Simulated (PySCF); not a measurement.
Level of theory: B3LYP-D3(BJ)/def2-TZVP (PySCF 2.14.0). All species are isolated molecules in the gas phase. One relaxed conformer stands for a flexible species; it need not be the lowest. B3LYP has the VWN-RPA correlation part, as in Gaussian. Excitations are Tamm–Dancoff values on a coarser integration grid. The basis has no diffuse functions, so Rydberg states are missing or too high.

Reference species (SMILES): `B(O)(O)C#N` (neutral, multiplicity 1).

```
Property                   Value
----------------------  --------
S1 oscillator strength     0.000
HOMO–LUMO gap            8.38 eV
HOMO                    -9.91 eV
S1 excitation (TDA)      6.66 eV
```

Changed species: `N#[C][GeH3]` (X = germyl; the reference has X = borono).

**Question.** Predict the effect on the S1 oscillator strength, HOMO–LUMO gap, HOMO and S1 excitation (TDA).

**Answer.** the S1 oscillator strength is nearly the same; the HOMO–LUMO gap increases by 0.58 eV, to 8.96 eV; the HOMO rises by 0.46 eV, to -9.45 eV; the S1 excitation (TDA) rises by 0.55 eV, to 7.21 eV.
